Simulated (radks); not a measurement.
All-electron atom: Te2- in [Xe]. All-electron calculation, scalar-relativistic Kohn-Sham, LDA (Slater exchange, VWN5 correlation), spin-polarised, spherical densities, finite nucleus; Fermi nuclear charge, rms radius 4.7423 fm; Watson sphere of charge +2 and radius 4.87 bohr. Program: a radial shooting solver on a logarithmic mesh with Libxc functionals.

Radial electron density D(r) = 4 pi r^2 rho(r):

r (bohr),D(r) (e/bohr)
0.004252,18.79
0.005717,27.90
0.007747,39.67
0.01042,52.11
0.014,62.58
0.01883,67.34
0.02531,64.73
0.03403,59.26
0.04576,61.09
0.06152,74.81
0.08271,86.67
0.1112,78.41
0.1495,62.37
0.201,66.32
0.2724,70.80
0.3663,45.23
0.4924,23.75
0.6621,26.08
0.8901,22.65
1.197,11.15
1.609,5.238
2.163,3.604
2.908,2.340
3.91,1.196
5.257,0.4472
7.068,0.08649
9.503,0.007003

D(r) has 4 maxima, at r = 0.0196, 0.0861, 0.249, 0.723 bohr, and minima at 0.0381, 0.163, 0.529 bohr, inside which lie 1.99, 11.15, 28.99 electrons.
